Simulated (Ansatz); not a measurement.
`[SiH3]N([SiH3])[Si]Cl` + HBr → `Cl[Si]Br` + `[SiH3]N[SiH3]` at 500 K and 1 bar (ligand exchange at the Si–N bond).

Isolated molecules relaxed with PBE0-D4/def2-TZVP in Ansatz; ΔE leaves out vibrations. CBS: MP2 limit from def2 TZ/QZ plus the TZ coupled-cluster correction, frozen cores. This one scheme is used for every species. For Br outer-core shells are correlated without core-valence functions, which leaves a few kJ/mol of doubt a bond. Scalar relativity is left out up to krypton. One conformer a species, not always the lowest.

```json
{"species": "`[SiH3]N([SiH3])[Si]Cl`", "CCSD(T)/CBS energy (Eh)": "-1385.41346", "H − E (kJ/mol)": "210.2", "S (J/(mol·K))": "458.0"}
{"species": "HBr", "CCSD(T)/CBS energy (Eh)": "-2573.91920", "H − E (kJ/mol)": "30.5", "S (J/(mol·K))": "213.7"}
{"species": "`Cl[Si]Br`", "CCSD(T)/CBS energy (Eh)": "-3322.23177", "H − E (kJ/mol)": "30.4", "S (J/(mol·K))": "327.5"}
{"species": "`[SiH3]N[SiH3]`", "CCSD(T)/CBS energy (Eh)": "-637.10515", "H − E (kJ/mol)": "216.0", "S (J/(mol·K))": "394.7"}
```

H − E and S are ideal-gas, rigid-rotor, harmonic terms from PBE0-D4/def2-TZVP, for one conformer and one mirror image of each species. 1 Eh = 2625.50 kJ/mol, R = 8.31446 J/(mol·K).

Question: By hand: ΔE, ΔH, ΔS and ΔG.

Answer: ΔE = (-3322.23177) + (-637.10515) − (-1385.41346) − (-2573.91920) = -0.00426 Eh = -11.2 kJ/mol. Δ(H − E) = 30.4 + 216.0 − 210.2 − 30.5 = 5.7, so ΔH = -5.5 kJ/mol. ΔS = 327.5 + 394.7 − 458.0 − 213.7 = 50.5 J/(mol·K). ΔG = -5.5 − 500 × (50.5)/1000 = -30.8 kJ/mol.

Question: By hand: the equilibrium constant, and the temperature at which ΔG would vanish if ΔH and ΔS stayed fixed.

Answer: log₁₀ K = −ΔG/(RT ln 10) = 3.2. ΔH and −TΔS have one sign here, so there is no such temperature. One of them is within its doubt of zero, so this could turn.

TΔS isn't small against ΔH here. A doubt of 5 kJ/mol in ΔE shifts log₁₀ K by 0.5 here. Other conformers and mirror images would add mixing entropy, several J/(mol·K) or more a flexible species. Modes under 60 cm⁻¹, often nearly free rotors, make the harmonic entropy too high. These are equilibria of isolated gas molecules and say nothing of rates. Largest T1 diagnostic: 0.013 (customary marks: 0.02 for closed shells, 0.045 for open ones).
